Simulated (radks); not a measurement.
Task: Valence configurations of the hafnium ion Hf2+ (all share [Xe]). Calculated with a radial shooting solver on a logarithmic mesh with Libxc functionals: Dirac Kohn-Sham, PBE, spin-unpolarised, spherical densities, finite nucleus; open shells are shared between the two j in proportion to 2j + 1; Fermi nuclear charge, rms radius 5.347 fm. Order these by energy: 4f14 5d1 6s1; 4f13 5d3; 4f13 5d2 6s1; 4f14 5d1 6p1; 4f14 6s1 6p1; 4f13 6s1 6p2; 4f13.5 5d1 6s1.5; 4f14 5d2; 4f13 5d2 6p1; 4f14 6p2.

Result: From the lowest, in eV above it: 4f14 5d1 6s1 0.000; 4f14 5d2 0.456; 4f14 5d1 6p1 5.759; 4f14 6s1 6p1 6.331; 4f13.5 5d1 6s1.5 9.127; 4f14 6p2 12.481; 4f13 5d3 18.785; 4f13 5d2 6s1 19.311; 4f13 5d2 6p1 25.359; 4f13 6s1 6p2 36.428. NIST lists [Xe] 4f14 5d2 as the ground configuration; this level of theory puts 4f14 5d1 6s1 lower, by 0.456 eV. The energies are those of spherical spin-averaged densities, not of single terms.
